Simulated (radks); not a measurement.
Cr9+, configuration [Ne] 3s2 3p3. Calculated with a radial shooting solver on a logarithmic mesh with Libxc functionals: non-relativistic Kohn-Sham, LDA (Slater exchange, Perdew-Wang correlation), spin-polarised, spherical densities, point nucleus; open shells are filled with parallel spins first.

Normalised radial functions P(r) = r R(r), r in bohr:

| r | 2s down | 3p up |
|---|---|---|
| 0.002958 | 0.1896 | 0.0016 |
| 0.003309 | 0.2103 | 0.0020 |
| 0.003701 | 0.2330 | 0.0024 |
| 0.00414 | 0.2578 | 0.0030 |
| 0.00463 | 0.2849 | 0.0038 |
| 0.005221 | 0.3166 | 0.0047 |
| 0.005839 | 0.3488 | 0.0059 |
| 0.006531 | 0.3835 | 0.0073 |
| 0.007306 | 0.4207 | 0.0091 |
| 0.008171 | 0.4605 | 0.0112 |
| 0.009213 | 0.5058 | 0.0141 |
| 0.01031 | 0.5503 | 0.0174 |
| 0.01153 | 0.5966 | 0.0215 |
| 0.01289 | 0.6443 | 0.0264 |
| 0.01454 | 0.6960 | 0.0329 |
| 0.01626 | 0.7441 | 0.0403 |
| 0.01819 | 0.7907 | 0.0493 |
| 0.02034 | 0.8344 | 0.0601 |
| 0.02275 | 0.8734 | 0.0731 |
| 0.02565 | 0.9077 | 0.0898 |
| 0.02869 | 0.9301 | 0.1084 |
| 0.03209 | 0.9402 | 0.1302 |
| 0.0359 | 0.9351 | 0.1557 |
| 0.04015 | 0.9113 | 0.1853 |
| 0.04527 | 0.8612 | 0.2217 |
| 0.05063 | 0.7880 | 0.2603 |
| 0.05664 | 0.6862 | 0.3034 |
| 0.06335 | 0.5534 | 0.3506 |
| 0.07085 | 0.3884 | 0.4012 |
| 0.07989 | 0.1761 | 0.4581 |
| 0.08936 | -0.0528 | 0.5119 |
| 0.09995 | -0.3068 | 0.5639 |
| 0.1118 | -0.5786 | 0.6112 |
| 0.125 | -0.8584 | 0.6498 |
| 0.141 | -1.1529 | 0.6765 |
| 0.1577 | -1.4076 | 0.6825 |
| 0.1764 | -1.6272 | 0.6649 |
| 0.1973 | -1.7967 | 0.6188 |
| 0.2207 | -1.9037 | 0.5400 |
| 0.2488 | -1.9389 | 0.4164 |
| 0.2783 | -1.8944 | 0.2640 |
| 0.3113 | -1.7789 | 0.0788 |
| 0.3482 | -1.6025 | -0.1331 |
| 0.3894 | -1.3816 | -0.3614 |
| 0.4391 | -1.1186 | -0.6089 |
| 0.4911 | -0.8713 | -0.8252 |
| 0.5493 | -0.6420 | -1.0093 |
| 0.6144 | -0.4454 | -1.1445 |
| 0.6927 | -0.2796 | -1.2203 |
| 0.7748 | -0.1678 | -1.2192 |
| 0.8667 | -0.0929 | -1.1505 |
| 0.9694 | -0.0470 | -1.0243 |
| 1.084 | -0.0215 | -0.8581 |
| 1.222 | -0.0082 | -0.6605 |
| 1.367 | -0.0030 | -0.4810 |
| 1.529 | -0.0009 | -0.3244 |
| 1.711 | -0.0002 | -0.2011 |
| 1.913 | -0.0001 | -0.1137 |
| 2.157 | 0.0000 | -0.0551 |
| 2.413 | 0.0000 | -0.0249 |
| 2.699 | 0.0000 | -0.0099 |

2s down: eigenvalue -870.75 eV, 1 radial node at r = 0.0872 bohr, <r> = 0.295 bohr, 90 % of the charge inside 0.456 bohr. 3p up: eigenvalue -228.78 eV, 1 radial node at r = 0.325 bohr, <r> = 0.810 bohr, 90 % of the charge inside 1.21 bohr.
